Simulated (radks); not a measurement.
Results of a calculation; reference values are marked as such.
Problem. The bismuth anion Bi3-, [Rn], held by a Watson sphere: a shell of charge +3 at radius R that stands for the Madelung well of a crystal (potential energy -3/R inside, -3/r outside, in hartree with lengths in bohr). Level of theory: scalar-relativistic Kohn-Sham, LDA (Slater exchange, Perdew-Wang correlation), spin-polarised, spherical densities, finite nucleus; Fermi nuclear charge, rms radius of each element as measured or else 0.836 A^(1/3) + 0.57 fm (a radial shooting solver on a logarithmic mesh with Libxc functionals). Response by self-consistent Sternheimer equations with the Hartree and adiabatic LDA kernel, the relativistic mass of each level held fixed and spin-orbit coupling left out. The sphere does not respond.

| R (bohr) | e(5d) (eV) | e(6s) (eV) | e(6p) (eV) | <r> 6p (bohr) | sum of <r^2> (bohr^2) | X-ray form factor at sin(theta)/lambda = 0.3 1/angstrom | alpha (bohr^3) |
|---|---|---|---|---|---|---|---|
| 3.02 | -26.333 | -15.461 | -6.339 | 3.039 | 107.7 | 62.241 | 70.17 |
| 4.57 | -24.397 | -12.643 | -4.231 | 3.653 | 138.4 | 62.391 | 180.0 |
| 4.78 | -24.265 | -12.428 | -4.007 | 3.731 | 142.9 | 62.394 | 203.3 |
| 5.6 | -23.872 | -11.804 | -3.272 | 4.027 | 161.4 | 62.402 | 320.7 |

Estimate the row for R = 5.62 bohr.

Solution. e(5d) (eV) -23.864; e(6s) (eV) -11.792; e(6p) (eV) -3.257; <r> 6p (bohr) 4.034; sum of <r^2> (bohr^2) 161.9; X-ray form factor at sin(theta)/lambda = 0.3 1/angstrom 62.402; alpha (bohr^3) 324.2.
